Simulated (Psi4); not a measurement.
C₄H₁₂Sn, singlet, at a GFN2-xTB geometry (such geometries of metal compounds can be far from the true shape) (core potentials on Sn); PBE/def2-SVP (Psi4).

Here is a job for Psi4.
```
memory 2 GB

molecule {
0 1
  C    -0.31229934   -1.52544043   -1.54870931
  Sn    0.00142979   -0.00603303    0.00298416
  C    -0.06451551    1.99088333   -0.90428327
  C    -1.57586391   -0.17391527    1.51920131
  C     1.95849226   -0.31589493    0.94556881
  H    -1.26970158   -1.37852245   -2.03489933
  H    -0.29654214   -2.51879580   -1.11561529
  H     0.46645773   -1.46658365   -2.30013823
  H     0.09451505    2.75464096   -0.15199578
  H    -1.02734730    2.16421436   -1.37059092
  H     0.70538809    2.08920356   -1.66067962
  H    -2.55171829   -0.03691171    1.06806844
  H    -1.54874406   -1.15094150    1.98748607
  H    -1.44480138    0.57858179    2.28805176
  H     2.00603560   -1.29483961    1.40812667
  H     2.74968466   -0.24627891    0.20817779
  H     2.13444488    0.43298144    1.70897997
}

set basis def2-svp

energy('pbe')
print_variables()
```

Task: Predict the main parts of the log of this Psi4 run.

Result: 
```
   => Loading Basis Set <=

    Name: DEF2-SVP
    Role: ORBITAL
    Keyword: BASIS

    !!!  WARNING: ECP capability is in beta. Please check occupations closely.  !!!

         ---------------------------------------------------------
                                   SCF
               by Justin Turney, Rob Parrish, Andy Simmonett
                          and Daniel G. A. Smith
                              RKS Reference
         ---------------------------------------------------------

  ==> Geometry <==

    Molecular point group: c1
    Full point group: C1

    Geometry (in Angstrom), charge = 0, multiplicity = 1:

       Center              X                  Y                   Z               Mass
    ------------   -----------------  -----------------  -----------------  -----------------
         C           -0.313738296200    -1.519386932825    -1.551678168833    12.000000000000
         SN          -0.000009166200     0.000020467175     0.000015301167   119.902201630000
         C           -0.065954466200     1.996936827175    -0.907252128833    12.000000000000
         C           -1.577302866200    -0.167861772825     1.516232451167    12.000000000000
         C            1.957053303800    -0.309841432825     0.942599951167    12.000000000000
         H           -1.271140536200    -1.372468952825    -2.037868188833     1.007825032230
         H           -0.297981096200    -2.512742302825    -1.118584148833     1.007825032230
         H            0.465018773800    -1.460530152825    -2.303107088833     1.007825032230
         H            0.093076093800     2.760694457175    -0.154964638833     1.007825032230
         H           -1.028786256200     2.170267857175    -1.373559778833     1.007825032230
         H            0.703949133800     2.095257057175    -1.663648478833     1.007825032230
         H           -2.553157246200    -0.030858212825     1.065099581167     1.007825032230
         H           -1.550183016200    -1.144888002825     1.984517211167     1.007825032230
         H           -1.446240336200     0.584635287175     2.285082901167     1.007825032230
         H            2.004596643800    -1.288786112825     1.405157811167     1.007825032230
         H            2.748245703800    -0.240225412825     0.205208931167     1.007825032230
         H            2.133005923800     0.439034937175     1.706011111167     1.007825032230

  Running in c1 symmetry.

  Rotational constants: A =      0.07815  B =      0.07811  C =      0.07811 [cm^-1]
  Rotational constants: A =   2342.80588  B =   2341.80703  C =   2341.57879 [MHz]
  Nuclear repulsion =  283.797267341689292

  Charge       = 0
  Multiplicity = 1
  Electrons    = 58
  Nalpha       = 29
  Nbeta        = 29

  ==> Algorithm <==

  SCF Algorithm Type is DF.
  DIIS enabled.
  MOM disabled.
  Fractional occupation disabled.
  Guess Type is SAD.
  Energy threshold   = 1.00e-06
  Density threshold  = 1.00e-06
  Integral threshold = 1.00e-12

  ==> Primary Basis <==

  Basis Set: DEF2-SVP
    Blend: DEF2-SVP
    Number of shells: 70
    Number of basis functions: 142
    Number of Cartesian functions: 148
    Spherical Harmonics?: true
    Max angular momentum: 2

  Core potential: DEF2-SVP
    Number of shells: 4
    Number of ECP primitives: 18
    Number of ECP core electrons: 28
    Max angular momentum: 3

  ==> DFT Potential <==

   => LibXC <=

    Version 7.1.2
    S. Lehtola, C. Steigemann, M. J. T. Oliveira, and M. A. L. Marques,  SoftwareX 7, 1–5 (2018) (10.1016/j.softx.2017.11.002)

   => Composite Functional: PBE <=

    PBE GGA Exchange-Correlation Functional

    J.P. Perdew et. al., Phys. Rev. Lett., 77(18), 3865-3868, 1996

    Deriv               =              1
    GGA                 =           TRUE
    Meta                =          FALSE

    Exchange Hybrid     =          FALSE
    MP2 Hybrid          =          FALSE

   => Exchange Functionals <=

    1.0000     XC_GGA_X_PBE

   => Correlation Functionals <=

[...]
  Using in-core AOs.

  ==> MemDFJK: Density-Fitted J/K Matrices <==

    J tasked:                   Yes
    K tasked:                    No
    wK tasked:                   No
    Algorithm:                 Core
    Schwarz Cutoff:           1E-12
    Mask sparsity (%):       4.4832
    Fitting Condition:        1E-10

   => Auxiliary Basis Set <=

  Basis Set: (DEF2-SVP AUX)
    Blend: DEF2-UNIVERSAL-JKFIT
    Number of shells: 218
    Number of basis functions: 734
    Number of Cartesian functions: 905
    Spherical Harmonics?: true
    Max angular momentum: 5

  Minimum eigenvalue in the overlap matrix is 8.9038961700E-03.
  Reciprocal condition number of the overlap matrix is 1.6341556055E-03.
    Using symmetric orthogonalization.

  ==> Pre-Iterations <==

  SCF Guess: Superposition of Atomic Densities via on-the-fly atomic UHF (no occupation information).

   -------------------------
    Irrep   Nso     Nmo
   -------------------------
     A        142     142
   -------------------------
    Total     142     142
   -------------------------

  ==> Iterations <==

                           Total Energy        Delta E     RMS |[F,P]|

   @DF-RKS iter SAD:  -371.53635708563564   -3.71536e+02   0.00000e+00
   @DF-RKS iter   1:  -372.44511012230168   -9.08753e-01   1.01528e-02 ADIIS/DIIS
   @DF-RKS iter   2:  -371.21389617135537    1.23121e+00   1.30587e-02 ADIIS/DIIS
   @DF-RKS iter   3:  -373.56014599710778   -2.34625e+00   8.35078e-04 ADIIS/DIIS
   @DF-RKS iter   4:  -373.56516973473958   -5.02374e-03   4.40620e-04 ADIIS/DIIS
   @DF-RKS iter   5:  -373.56703182563990   -1.86209e-03   7.73040e-05 DIIS
   @DF-RKS iter   6:  -373.56711588104019   -8.40554e-05   1.35340e-05 DIIS
   @DF-RKS iter   7:  -373.56711751398973   -1.63295e-06   7.62490e-06 DIIS
   @DF-RKS iter   8:  -373.56711818888397   -6.74894e-07   1.14707e-06 DIIS
   @DF-RKS iter   9:  -373.56711820492978   -1.60458e-08   1.50551e-07 DIIS
  Energy and wave function converged.

  ==> Post-Iterations <==

   Electrons on quadrature grid:
      Ntotal   =   58.0000014882 ; deviation = 1.488e-06

    Orbital Energies [Eh]
    ---------------------

    Doubly Occupied:

[...]
    Virtual:

[...]
    Final Occupation by Irrep:
              A
    DOCC [    29 ]
    NA   [    29 ]
    NB   [    29 ]

  @DF-RKS Final Energy:  -373.56711820492978

   => Energetics <=

    Nuclear Repulsion Energy =            283.7972673416892917
    One-Electron Energy =               -1153.8378569185981632
    Two-Electron Energy =                 540.4265068175471924
    DFT Exchange-Correlation Energy =     -43.9530354455681334
    Empirical Dispersion Energy =           0.0000000000000000
    VV10 Nonlocal Energy =                  0.0000000000000000
    Total Energy =                       -373.5671182049297840

Computation Completed

Properties will be evaluated at   0.000000,   0.000000,   0.000000 [a0]

Properties computed using the SCF density matrix

 Multipole Moments:

 ------------------------------------------------------------------------------------
     Multipole            Electronic (a.u.)      Nuclear  (a.u.)        Total (a.u.)
 ------------------------------------------------------------------------------------

 L = 1.  Multiply by 2.5417464519 to convert [e a0] to [Debye]
 Dipole X            :         -0.0010574            0.0010359           -0.0000215
 Dipole Y            :          0.0020052           -0.0020393           -0.0000341
 Dipole Z            :          0.0016600           -0.0017112           -0.0000512
 Magnitude           :                                                    0.0000651

 ------------------------------------------------------------------------------------

  Variable Map:
  ----------------------------------------------------------------------------
[...]
  Array Variable Map:
  ----------------------------------------------------------------------------
[...]
[...]
```
